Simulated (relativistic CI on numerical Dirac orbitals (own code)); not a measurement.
## Hyperfine structure of Cu24+, mass number 63

Method of calculation: Dirac-Coulomb-Breit CI, separate exchange-only KLI orbitals for each configuration, model QED (radiative potential, 1s self-energy scaled to tabulated hydrogen-like ionisation energies), unscaled Slater integrals (own radial code, finite nucleus).

Configuration list (outside the closed core 1s2): 2s²2p, 2s2p², 2p³, 2p²3s, 2p²3p, 2p²3d, 2s²3s, 2s²3p, 2s²3d, 2s2p3s, 2s2p3p, 2s2p3d, 2s²4s, 2s²4p, 2s²4d, 2s²4f. Levels of other configurations are missing.

Nuclear spin I = 3/2, μ = 2.2259 μN, Q = -0.22 b (tables of Stone and Pyykkö). The electronic factors are computed for point nuclear moments, without core polarisation or the Bohr-Weisskopf and QED corrections.

| Level | E (eV) | A (GHz) | B (GHz) |
| --- | --- | --- | --- |
| 2s²2p ²P°1/2 | 0.000 | 338.1 |  |
| 2s²2p ²P°3/2 | 23.688 | 64.37 | -17.1 |
| 2s2p² ⁴P1/2 | 59.751 | 699.7 |  |
| 2s2p² ⁴P3/2 | 71.947 | 275.7 | -13.9 |
| 2s2p² ⁴P5/2 | 81.687 | 292.5 | 12.5 |
| 2s2p² ²D3/2 | 112.446 | -35.45 | -21.3 |
| 2s2p² ²D5/2 | 118.821 | 295.4 | -29.7 |
| 2s2p² ²P1/2 | 126.361 | 208.6 |  |

Levels with J = 0, under 50 % of one LS term, or S terms without an open s electron are left out. Small factors come from cancelling terms and can be off by tens of per cent or more.

At this charge energies of transitions that change n are usually good to better than 1 %, and those within a shell (Δn = 0) to a few per cent.

Give the hyperfine levels of 2s²2p ²P°1/2 relative to its centre of gravity.

With K = F(F + 1) − I(I + 1) − J(J + 1), E = AK/2: F = 1: -422.6, F = 2: 253.5 GHz.

LS names give the leading component of a level, which can be under half, so a name can repeat, a term be missing and a line seem to break the LS rules.
